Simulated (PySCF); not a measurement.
Compound: C₃H₇O₃S (doublet state).
Cartesian coordinates in Å at the GFN2-xTB level; atoms count from 1:
```
atom  x, y, z in Å
C1     1.8281    0.7606    0.2207
C2     0.8713    0.3718    1.2513
S3    -0.1398   -1.0337    1.0048
O4     0.2545   -1.6991   -0.2028
O5    -0.2239   -1.7648    2.2260
O6    -1.6103   -0.3884    0.7816
C7    -1.9426    0.0094   -0.5280
H8     1.6733    1.7949   -0.1041
H9     1.7241    0.0884   -0.6277
H10    2.8573    0.7155    0.5927
H11    0.8147    0.8245    2.2205
H12   -3.0168   -0.1289   -0.6509
H13   -1.4029   -0.6128   -1.2451
H14   -1.6877    1.0622   -0.6812
```

The hyperfine couplings belong to this conformer and change with its torsions.

Identity: `C[CH]S(=O)(=O)OC` [radical].

The calculation used UKS B3LYP, pcH-1 on C H O S, non-relativistic, mean-field spin-orbit, GIAO (PySCF 2.14.0). The structure is a single GFN2-xTB conformer in the gas phase; no vibrational or solvent corrections. Couplings are sensitive to structure, and on GFN2-xTB geometries they can be far from those on DFT ones. The SCF solution wasn't tested for stability.

The Mulliken spin populations are largest on C2 (+0.95) and C1 (-0.08). C2 is the only atom above +0.15. The positive populations add up to 1.14 and the negative ones to -0.14, together 2S = 1. The angles at C2 add up to 359.6°, so it is planar; its axial dipolar tensor and the negative coupling of its proton fit spin in a p orbital normal to that plane.

(1) McConnell's relation a(H) = Q·ρ ties the coupling of a proton on a planar π carbon to the spin population of that carbon. What Q do the computed values give?

(2) List the C–H protons on four-coordinate carbons next to a three-coordinate spin centre, with their couplings and θ (C–H bond against the normal to the plane of the centre's neighbours, projected along the bond that joins the two).

(3) What would the freely rotating methyl group on C1 show?

## Answers

(1) 
| H | C | ρ(C) | a(H) (G) | a/ρ (G) |
| --- | --- | --- | --- | --- |
| H11 | C2 | +0.952 | -21.45 | -22.5 |

One proton gives one ratio, Q = -22.5 G, and no test of linearity. In McConnell's picture π spin on carbon polarises the C–H bond and leaves opposite spin at the proton, which makes Q negative, as found here.

(2) 
| β H | on | centre | θ (°) | cos²θ | a (G) |
| --- | --- | --- | --- | --- | --- |
| H8 | C1 | C2 | 31 | 0.73 | +47.87 |
| H9 | C1 | C2 | 90 | 0.00 | +1.04 |
| H10 | C1 | C2 | 31 | 0.74 | +47.14 |

Fitting the Heller–McConnell form a = ρ(B0 + B2 cos²θ), with Mulliken ρ = 0.95, gives B0 = 1.1 G and B2 = 66.4 G; with only two distinct angles the two parameters are fixed exactly. By this fit the coupling would be 64.2 G at θ = 0° and 1.0 G at 90°.

(3) Three equal couplings, a 1:3:3:1 quartet. The mean of the three values of this geometry estimates the splitting: 32.0 G, or 89.7 MHz (three bonds 120° apart have a mean cos²θ of 1/2 at any torsion).

Couplings in gauss use g_iso = 2.0023.
